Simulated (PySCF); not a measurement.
Coordinates in bohr (charge 0 multiplicity 1):
```
Ge    0.0000    0.0000    0.0000
F     0.0000    0.0000    3.4890
F     0.0000    0.0000   -3.4890
```

Computed with B3LYP/[Ge def2-TZVP, F def2-TZVP], no relativity, density fitting, PySCF.

This geometry of GeF₂ is a stationary point at this level.

(1) What is the point group?

(2) Is it a minimum?

(3) List the harmonic modes with their infrared intensities.

(4) What are the dipole moment and the gap between the highest occupied and lowest empty levels?

(5) Give the atomic charges and bond orders.

## Answers

(1) D∞h.

(2) No: it has 2 imaginary modes (one degenerate set), at 227i cm⁻¹ (πu).

(3) 
```json
{"symmetry": "πu", "ω (cm⁻¹)": "227i", "IR (km/mol, summed over degenerate members)": "–", "type": "bend"}
{"symmetry": "σg+", "ω (cm⁻¹)": "519", "IR (km/mol, summed over degenerate members)": "0.0", "type": "stretch"}
{"symmetry": "σu+", "ω (cm⁻¹)": "534", "IR (km/mol, summed over degenerate members)": "347", "type": "stretch"}
```

(4) 0.00 D and 4.55 eV.

(5) 
| atom | Mulliken | Löwdin | polar tensor | Mayer order to Ge1 |
| --- | --- | --- | --- | --- |
| Ge1 | 0.85 | 0.57 | 1.19 | – |
| F2,3 | -0.43 | -0.29 | -0.59 | 0.88 |

Only a few start shapes were tried, so a lower isomer may exist. At this level a singlet minimum of C2v symmetry lies 165 kJ/mol below this structure.
